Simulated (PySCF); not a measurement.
C7H5F5.
Numbering: `[CH3:1]/[CH:2]=[CH:3]\[C:4]#[C:5][C:6]([F:7])([F:8])[C:9]([F:10])([F:11])[F:12]` (hydrogens: H13, H14, H15 on C1; H16 on C2; H17 on C3)

A GFN2-xTB structure was refined with PBE0-D3(BJ)/def2-SVP geometry optimisation, gas phase (PySCF 2.14.0). Its GFN2-xTB values:

| coordinate | GFN2-xTB |
| --- | --- |
| C1–C2 | 1.485 Å |
| C1–H13 | 1.090 Å |
| C2=C3 | 1.335 Å |
| C2–H16 | 1.082 Å |
| C3–C4 | 1.404 Å |
| C3–H17 | 1.081 Å |
| C4≡C5 | 1.205 Å |
| C5–C6 | 1.446 Å |
| C6–F7 | 1.358 Å |
| C6–C9 | 1.557 Å |
| C9–F10 | 1.336 Å |
| C1–C2–C3 | 125.2° |
| C2–C3–C4 | 123.2° |
| C4–C5–C6 | 177.9° |
| C5–C6–F7 | 112.7° |
| C5–C6–C9 | 109.6° |
| F7–C6–F8 | 105.8° |
| F7–C6–C9 | 108.0° |
| F10–C9–F11 | 107.1° |
| C5–C6–C9–F10 | 61° |

Question: How do these coordinates change at the PBE0-D3(BJ)/def2-SVP level?

Answer: 
| coordinate | PBE0-D3(BJ)/def2-SVP (Å or °) | change |
| --- | --- | --- |
| C3–C4 | 1.419 | +0.015 |
| C2–H16 | 1.096 | +0.014 |
| C3–H17 | 1.094 | +0.013 |
| C1–H13 | 1.103 | +0.013 |
| C2=C3 | 1.347 | +0.012 |
| C6–F7 | 1.347 | -0.011 |
| C5–C6 | 1.457 | +0.011 |
| C6–C9 | 1.547 | -0.010 |
| C9–F10 | 1.327 | -0.009 |
| C4≡C5 | 1.214 | +0.009 |
| C1–C2 | 1.486 | +0.001 |
| C5–C6–C9 | 112.0 | +2.4 |
| F7–C6–F8 | 107.6 | +1.8 |
| F10–C9–F11 | 108.7 | +1.6 |
| C5–C6–F7 | 111.4 | -1.3 |
| F7–C6–C9 | 107.1 | -0.9 |
| C1–C2–C3 | 126.1 | +0.9 |
| C4–C5–C6 | 177.3 | -0.6 |
| C2–C3–C4 | 123.6 | +0.4 |
| C5–C6–C9–F10 | 62 | +1 |

The energy falls by 0.073 eV over 6 energy and gradient evaluations, the largest force component goes from 0.0156 to 4.1e-04 Eh/bohr, and the atoms move by 0.067 Å rms after alignment. Among the bonds, C3–C4 and C2–H16 change most and about equally (+0.014 to +0.015 Å). Bonds longer at the end by more than 0.005 Å: 9 of 16; shorter: 5. Rotational constants go from 1524, 549.2, 472.8 to 1550, 533.7, 464.5 MHz.

The run used 193 basis functions and 44 SCF cycles in all. Cost: about 5 min of CPU time on one thread; the machine was shared, so the figure is rough.

PBE0-D3(BJ)/def2-SVP frequencies: not computed here.

The values belong to the conformer `[CH3:1]/[CH:2]=[CH:3]\[C:4]#[C:5][C:6]([F:7])([F:8])[C:9]([F:10])([F:11])[F:12]`: C5–C6–C9–F10 62°.
